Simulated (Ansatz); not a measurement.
Z-matrix (Å, degrees):
```
Si
C 1 1.872
H 1 1.486 2 111.4
H 1 1.485 2 107.4 3 119.2
H 1 1.486 2 111.4 3 -121.6
C 2 1.331 1 125.4 3 61.4
H 2 1.090 1 116.9 3 -118.7
Cl 6 1.749 2 120.0 1 180.0
Si 6 1.874 2 128.0 1 -0.0
H 9 1.483 6 109.1 2 119.8
H 9 1.483 6 109.0 2 -120.4
H 9 1.485 6 108.7 2 -0.4
```

The species carries charge 0 and has multiplicity 1.

List the PBE0/def2-TZVPP orbital energies in eV (the Gaussian-basis code of Ansatz). (Estimate.)

Ansatz gave: Occupied: -2767.75, -1802.85, -1802.69, -280.14, -278.68, -259.56, -197.90, -197.69, -197.67, -145.22, -145.05, -99.88, -99.86, -99.86, -99.70, -99.70, -99.69, -24.54, -21.15, -16.83, -15.60, -13.92, -13.17, -11.52, -11.09, -10.23, -10.03, -9.76, -9.71, -9.25, -8.67, -7.71. Lowest empty: -1.39, 0.02, 0.61, 0.94, 1.25, 1.46, 1.47, 1.68.
